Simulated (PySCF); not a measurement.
**Radial density of Ne²⁺ (neon, charge +2)**

PBE0, [He] 2s2 2p4, high-spin 3P determinant. Computed with PySCF 2.14 in x2c-SVPall, with scalar relativity by spin-free X2C-1e.

```json
{"r (bohr)": "0.00267", "4πr²ρ (e/bohr)": "0.05268", "4πr²(ρα − ρβ)": "0.0001"}
{"r (bohr)": "0.00450", "4πr²ρ (e/bohr)": "0.1468", "4πr²(ρα − ρβ)": "0.0002"}
{"r (bohr)": "0.00757", "4πr²ρ (e/bohr)": "0.3989", "4πr²(ρα − ρβ)": "0.0006"}
{"r (bohr)": "0.0127", "4πr²ρ (e/bohr)": "1.022", "4πr²(ρα − ρβ)": "0.0016"}
{"r (bohr)": "0.0214", "4πr²ρ (e/bohr)": "2.383", "4πr²(ρα − ρβ)": "0.0038"}
{"r (bohr)": "0.0360", "4πr²ρ (e/bohr)": "5.023", "4πr²(ρα − ρβ)": "0.0088"}
{"r (bohr)": "0.0606", "4πr²ρ (e/bohr)": "8.670", "4πr²(ρα − ρβ)": "0.0231"}
{"r (bohr)": "0.102", "4πr²ρ (e/bohr)": "10.97", "4πr²(ρα − ρβ)": "0.0916"}
{"r (bohr)": "0.171", "4πr²ρ (e/bohr)": "8.507", "4πr²(ρα − ρβ)": "0.4023"}
{"r (bohr)": "0.288", "4πr²ρ (e/bohr)": "4.955", "4πr²(ρα − ρβ)": "1.2031"}
{"r (bohr)": "0.485", "4πr²ρ (e/bohr)": "6.436", "4πr²(ρα − ρβ)": "2.2995"}
{"r (bohr)": "0.815", "4πr²ρ (e/bohr)": "6.067", "4πr²(ρα − ρβ)": "1.9049"}
{"r (bohr)": "1.37", "4πr²ρ (e/bohr)": "1.612", "4πr²(ρα − ρβ)": "0.4700"}
{"r (bohr)": "2.31", "4πr²ρ (e/bohr)": "0.1274", "4πr²(ρα − ρβ)": "0.0402"}
{"r (bohr)": "3.88", "4πr²ρ (e/bohr)": "0.0001910", "4πr²(ρα − ρβ)": "0.0001"}
```

Densities and radii are taken from the X2C orbitals without a picture-change correction, which distorts them close to the nucleus.
